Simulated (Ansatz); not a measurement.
Frontier orbitals of C5H6F2, SMILES `FC1=CCCC1F`.

Charge 0, multiplicity 1. All single points use the PBE0-D4/def2-TZVP geometry. Basis def2-TZVPP, the Gaussian-basis code of Ansatz.

Question: Compute the vertical ionisation energy as the energy of the cation minus that of the neutral molecule, at each level. (Estimate.)

Answer: The calculation gave: 
| level | IE (eV) | difference from CCSD(T)/CBS(def2) |
| --- | --- | --- |
| PBE-D4/def2-TZVPP | 9.48 | -0.57 |
| r2SCAN-D4/def2-TZVPP | 9.48 | -0.58 |
| PBE0-D4/def2-TZVPP | 9.63 | -0.42 |
| B3LYP-D4/def2-TZVPP | 9.70 | -0.35 |
| ωB97X-V/def2-TZVPP | 9.68 | -0.38 |
| ωB97M-V/def2-TZVPP | 9.67 | -0.38 |
| HF/def2-TZVPP | 8.64 | -1.41 |
| MP2/def2-TZVPP | 10.07 | 0.02 |
| CCSD/def2-TZVPP | 9.83 | -0.22 |
| CCSD(T)/def2-TZVPP | 9.91 | -0.15 |
| HF/def2-QZVPP | 8.65 | -1.41 |
| MP2/def2-QZVPP | 10.16 | 0.10 |
| HF/CBS(def2) | 8.65 | -1.41 |
| MP2/CBS(def2) | 10.22 | 0.16 |
| CCSD/CBS(def2) | 9.98 | -0.07 |
| CCSD(T)/CBS(def2) | 10.05 | 0.00 |

B3LYP here is the variant with VWN-RPA as its local correlation; programs differ in this.
